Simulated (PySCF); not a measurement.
C5H6NOP.
Numbering: `[CH3:1][O:2][c:3]1[cH:4][cH:5][p:6][cH:7][n:8]1` (hydrogens: H9, H10, H11 on C1; H12 on C4; H13 on C5; H14 on C7)

The same species was optimised twice, with GFN2-xTB and with PBE0-D3(BJ)/def2-SVP (PySCF), and the same property calculations (PySCF, gas phase) were run on both structures.

| coordinate | GFN2-xTB | PBE0-D3(BJ)/def2-SVP | change |
| --- | --- | --- | --- |
| C7–N8 (Å) | 1.315 | 1.329 | +0.014 |
| O2–C3 (Å) | 1.344 | 1.334 | -0.010 |
| C3–C4 (Å) | 1.404 | 1.412 | +0.008 |
| C4–C5 (Å) | 1.369 | 1.377 | +0.008 |
| C5–P6 (Å) | 1.748 | 1.754 | +0.006 |
| P6–C7 (Å) | 1.738 | 1.742 | +0.004 |
| C1–O2 (Å) | 1.414 | 1.412 | -0.002 |
| C3–N8 (Å) | 1.320 | 1.320 | 0.000 |
| C1–O2–C3 (°) | 116.4 | 117.9 | +1.5 |
| O2–C3–C4 (°) | 116.5 | 115.8 | -0.7 |
| C4–C5–P6 (°) | 124.5 | 125.1 | +0.6 |
| C3–C4–C5 (°) | 121.9 | 121.4 | -0.5 |
| C3–N8–C7 (°) | 121.9 | 121.4 | -0.5 |
| C4–C3–N8 (°) | 125.1 | 125.5 | +0.4 |
| C5–P6–C7 (°) | 97.8 | 97.4 | -0.4 |
| P6–C7–N8 (°) | 128.9 | 129.3 | +0.4 |
| C1–O2–C3–C4 (°) | 180 | 180 | 0 |

Rotational constants: A = 4645, B = 1207, C = 963.8 MHz (GFN2-xTB) against A = 4640, B = 1194, C = 955.3 MHz (PBE0-D3(BJ)/def2-SVP). Point groups within 0.08 Å: Cs and Cs.

On the GFN2-xTB structure: lowest triplet, Tamm–Dancoff (eV) 3.19 [wB97X-D/def2-SVPD]; isotropic polarisability (au) 95.1 [wB97X-D/def2-SVPD]; HOMO (eV) -8.45 [wB97X-D/def2-SVPD]; LUMO (eV) 0.27 [wB97X-D/def2-SVPD]; dipole (D) 1.32 [wB97X-D/def2-SVPD]; HOMO (eV) -6.77 [PBE0/pcSseg-1]; LUMO (eV) -1.40 [PBE0/pcSseg-1]; dipole (D) 1.40 [PBE0/pcSseg-1]; GIAO shielding of C1 (ppm) 131.1 [PBE0/pcSseg-1]; GIAO shielding of O2 (ppm) 191.6 [PBE0/pcSseg-1]; GIAO shielding of C3 (ppm) 16.5 [PBE0/pcSseg-1]; GIAO shielding of C4 (ppm) 66.5 [PBE0/pcSseg-1]; GIAO shielding of C5 (ppm) 13.0 [PBE0/pcSseg-1]; GIAO shielding of P6 (ppm) 156.8 [PBE0/pcSseg-1]; GIAO shielding of C7 (ppm) -5.7 [PBE0/pcSseg-1]; GIAO shielding of N8 (ppm) -61.3 [PBE0/pcSseg-1].

Question: What do these properties become on the PBE0-D3(BJ)/def2-SVP structure?

Answer: 
| property | level | on GFN2-xTB | on PBE0-D3(BJ)/def2-SVP | change |
| --- | --- | --- | --- | --- |
| lowest triplet, Tamm–Dancoff (eV) | wB97X-D/def2-SVPD | 3.19 | 3.17 | -0.02 |
| isotropic polarisability (au) | wB97X-D/def2-SVPD | 95.1 | 96.1 | +1.0 |
| HOMO (eV) | wB97X-D/def2-SVPD | -8.45 | -8.43 | +0.02 |
| LUMO (eV) | wB97X-D/def2-SVPD | 0.27 | 0.28 | +0.01 |
| dipole (D) | wB97X-D/def2-SVPD | 1.32 | 1.41 | +0.09 |
| energy, GFN2-xTB geometry as zero (kcal/mol) | wB97X-D/def2-SVPD | 0.0 | -0.5 | -0.5 |
| HOMO (eV) | PBE0/pcSseg-1 | -6.77 | -6.75 | +0.02 |
| LUMO (eV) | PBE0/pcSseg-1 | -1.40 | -1.40 | 0.00 |
| dipole (D) | PBE0/pcSseg-1 | 1.40 | 1.49 | +0.09 |
| energy, GFN2-xTB geometry as zero (kcal/mol) | PBE0/pcSseg-1 | 0.0 | -0.3 | -0.3 |
| GIAO shielding of C1 (ppm) | PBE0/pcSseg-1 | 131.1 | 130.6 | -0.5 |
| GIAO shielding of O2 (ppm) | PBE0/pcSseg-1 | 191.6 | 192.2 | +0.6 |
| GIAO shielding of C3 (ppm) | PBE0/pcSseg-1 | 16.5 | 16.8 | +0.3 |
| GIAO shielding of C4 (ppm) | PBE0/pcSseg-1 | 66.5 | 64.1 | -2.4 |
| GIAO shielding of C5 (ppm) | PBE0/pcSseg-1 | 13.0 | 11.2 | -1.8 |
| GIAO shielding of P6 (ppm) | PBE0/pcSseg-1 | 156.8 | 156.3 | -0.5 |
| GIAO shielding of C7 (ppm) | PBE0/pcSseg-1 | -5.7 | -9.2 | -3.5 |
| GIAO shielding of N8 (ppm) | PBE0/pcSseg-1 | -61.3 | -61.5 | -0.2 |

The heavy atoms differ by 0.016 Å rms after alignment. Among bonds between heavy atoms C7–N8 changes most (+0.014 Å). Changes are differences of the printed values. Neither structure is proved a minimum here.

Shape of the structure used: `[CH3:1][O:2][c:3]1[cH:4][cH:5][p:6][cH:7][n:8]1`: C1–O2–C3–C4 180°.

wB97X-D is run here without its empirical dispersion term; that term would change no orbital, density or response property at a fixed geometry.
